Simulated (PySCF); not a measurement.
Species: C₆H₉O₂ (charge -1).
SMILES with atom numbers: `[CH3:1][CH2:2][CH2:3]/[CH:4]=[CH:5]\[C:6](=[O:7])[O-:8]` (hydrogens: H9, H10, H11 on C1; H12, H13 on C2; H14, H15 on C3; H16 on C4; H17 on C5)

Computed geometry: GFN2-xTB, gas phase.

Give the optimised bond lengths and angles.

```
                 bond  length (pm)          order
                C1–C2        152.4         single
                C2–C3        152.9         single
                C3–C4        149.8         single
                C4=C5        132.5         double
                C5–C6        154.8         single
         C6=O7, C6–O8        124.3  double/single
C1–H9, C1–H10, C1–H11        108.9         single
       C2–H12, C2–H13        109.4         single
       C3–H14, C3–H15        109.4         single
               C4–H16        109.5         single
               C5–H17        108.7         single
```

Bonds in one row agree within 1 pm and their mean is given. Orders are formal, as drawn. A selection of angles:
```
     angle  degrees
  C2–C1–H9    109.9
 C2–C1–H10    110.5
 H9–C1–H10    108.2
 H9–C1–H11    108.6
  C1–C2–C3    111.7
 C1–C2–H12    109.4
 C3–C2–H12    109.0
H12–C2–H13    107.5
  C2–C3–C4    111.8
 C2–C3–H14    108.8
 C2–C3–H15    110.9
 C4–C3–H14    109.3
 C4–C3–H15    107.4
H14–C3–H15    108.5
  C3–C4–C5    124.9
 C3–C4–H16    114.7
 C5–C4–H16    120.4
  C4–C5–C6    128.1
 C4–C5–H17    119.3
 C6–C5–H17    112.4
  C5–C6–O7    113.4
  C5–C6–O8    118.4
  O7–C6–O8    128.2
```

Torsions: C1–C2–C3–C4 180° (antiperiplanar); C2–C3–C4–C5 123° (anticlinal); C3–C4–C5–C6 -4° (synperiplanar); C4–C5–C6–O7 -156° (antiperiplanar). The mirror-image conformer, all signs reversed, is as good.

C4 (alkene CH carbon) is planar (angles 124.9°, 120.4° and 114.7°, sum 360.0°, 0.00 Å off the plane of its three neighbours). C5 (alkene CH carbon) is planar (angles 128.1°, 119.3° and 112.4°, sum 359.8°, 0.03 Å off the plane of its three neighbours). C6 (carboxylate carbon) is planar (angles 128.2°, 118.4° and 113.4°, sum 360.0°, 0.00 Å off the plane of its three neighbours). Of the pairs four or more bonds apart, O8···H15 is among the closest relative to their van der Waals radii: 2.07 Å, 76 % of the sum of Bondi's values. The 5 C–C bonds span 1.325 Å (C4=C5, drawn double) to 1.548 Å (C5–C6, drawn single), a spread of 0.223 Å.

Point group: C1 (no symmetry element, even within 0.4 Å). No frequency check.
